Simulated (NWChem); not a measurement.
Isomers of C2H9NSi, each optimised at PBE0/def2-SVP with NWChem, gas phase unless a solvent is named. Flexible species stand in one conformer each, which need not be the lowest.  Relative energies count from the lowest isomer at each level and are electronic, without zero-point energy, on those geometries.

A: C[SiH](N)C
B: CN[SiH2]C
C: CCN[SiH3]
D: CC[SiH2]N

### Question
Which isomer is lowest, and do the levels agree? Levels: PBE0/def2-SVP; PBE/def2-TZVP; B3LYP/def2-TZVP; PW6B95/def2-TZVP; Hartree-Fock/def2-TZVP; PBE0/def2-TZVP; TPSSh/def2-TZVP.

### Answer
All put A lowest.
```tsv
quantity	A	B	C	D
relative energy, PBE0/def2-SVP (kcal/mol)	0.0	16.5	23.8	11.6
relative energy, PBE/def2-TZVP (kcal/mol)	0.0	19.4	28.2	13.3
relative energy, B3LYP/def2-TZVP (kcal/mol)	0.0	18.8	27.3	13.2
relative energy, PW6B95/def2-TZVP (kcal/mol)	0.0	19.3	28.1	13.4
relative energy, Hartree-Fock/def2-TZVP (kcal/mol)	0.0	17.8	25.1	12.3
relative energy, PBE0/def2-TZVP (kcal/mol)	0.0	19.6	28.3	13.4
relative energy, TPSSh/def2-TZVP (kcal/mol)	0.0	17.0	24.7	12.2
```
